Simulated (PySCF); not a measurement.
Bond length, frequency and bond energy of AsP by level of theory

State: ¹Σ⁺ (singlet), closed shell. Set-up: PySCF, no relativity, basis sets As def2-SVP, P def2-SVP. De refers to As + P in their high-spin ground configurations, without counterpoise correction. A positive dipole means As(−)P(+).

| Level | Re (Å) | ωe (cm⁻¹) | De (eV) | μ (D) |
| --- | --- | --- | --- | --- |
| RHF | 1.959 | 724 | 0.85 | -0.45 |
| RHF-MP2 | 2.038 | 559 | 3.67 | n/a |
| RHF-SCS-MP2 | 2.034 | 570 | 3.61 | n/a |
| RHF-CCSD | 2.011 | 627 | 3.17 | n/a |
| RHF-CCSD(T) | 2.027 | 598 | 3.52 | n/a |
| PBE | 2.020 | 611 | 4.65 | -0.50 |
| PBEsol | 2.012 | 620 | 4.97 | -0.46 |
| PW91 | 2.019 | 611 | 4.69 | -0.49 |
| BP86 | 2.022 | 607 | 4.75 | -0.47 |
| r²SCAN | 2.001 | 638 | 4.21 | -0.49 |
| PBE0 | 1.993 | 654 | 4.13 | -0.50 |
| CAM-B3LYP | 1.979 | 674 | 4.11 | -0.42 |

Problem. Which functional lies closest to RHF-CCSD(T) in De, which farthest, and by how much do they differ from it?

Solution. Closest is CAM-B3LYP (-4.8 pm in Re, +12.7 % in ωe, +0.59 eV in De against RHF-CCSD(T) in the same basis), farthest PBEsol (-1.5 pm in Re, +3.7 % in ωe, +1.45 eV in De). CCSD(T) converges more slowly with the basis than the functionals do and binds too weakly in this one, so the order can change at the basis-set limit.

Problem. What does the step from GGA to meta-GGA do here, going from PBE to r²SCAN?

Solution. r²SCAN less PBE: -1.9 pm in Re, +4.4 % in ωe, -0.44 eV in De. 

Problem. What does the triples do here, going from RHF-CCSD to RHF-CCSD(T)?

Solution. RHF-CCSD(T) less RHF-CCSD: +1.6 pm in Re, -4.6 % in ωe, +0.35 eV in De. Correlation nearly always deepens the well. The bond lengthens, as in strong covalent bonds, where excitations into antibonding orbitals dominate.

Correlated steps freeze 14 core orbitals. Correlated levels converge slowly with the basis: in double zeta they bind strong bonds too weakly, by up to about 1 eV, and carry superposition errors of some tenths. Where the molecule has an RHF reference, its open-shell atoms are computed with UHF.

The whole job (state search and all levels along the bond) took about 2.1 min on 1 thread of Arm Neoverse V2 (shared host), peak memory 0.6 GiB.
